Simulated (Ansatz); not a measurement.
This geometry of CH6BSb (9 atoms, charge 0, multiplicity 1) is a first-order saddle point.

All numbers below come from Ansatz 0.2.0, RKS PBE-D4/def2-SVP.

```xyz
9
Properties=species:S:1:pos:R:3
B -0.704 0.681 -1.497
Sb 0.829 1.159 0.119
C 0.672 -0.911 0.915
H -1.747 0.137 -1.189
H -0.491 0.921 -2.671
H -0.459 1.711 1.157
H -0.382 -1.239 0.961
H 1.119 -0.917 1.927
H 1.252 -1.589 0.260
```

Problem. Which two structures does it join? (They come from a converged band through this point; their orientation in space is the band's.)

Solution. No bond is made or broken. The dihedral H5–B1–Sb2–C3 goes from 146 to -43°. The two ends are copies of one structure, up to a mirror image or an exchange of like atoms.

First end point:

```xyz
9
Properties=species:S:1:pos:R:3
B -0.732 0.670 -1.578
Sb 0.753 1.005 0.025
C 0.641 -0.950 1.030
H -0.739 -0.387 -2.181
H -1.427 1.587 -1.970
H -0.312 1.858 1.087
H -0.399 -1.187 1.316
H 1.286 -0.928 1.928
H 1.018 -1.715 0.326
```

Last end point:

```xyz
9
Properties=species:S:1:pos:R:3
B -0.734 0.671 -1.578
Sb 0.759 0.998 0.020
C 0.640 -0.952 1.032
H -1.414 1.598 -1.975
H -0.762 -0.389 -2.174
H -0.299 1.862 1.080
H -0.403 -1.190 1.308
H 1.276 -0.925 1.935
H 1.026 -1.719 0.334
```

Problem. How far does it lie above each of them?

Solution. 0.232 eV above the first and 0.232 eV above the second. This is the barrier of this one path; another mechanism may lie lower.

The run took 110 s on 1 thread of Arm Neoverse V1, on a shared host, peak memory 0.12 GiB.
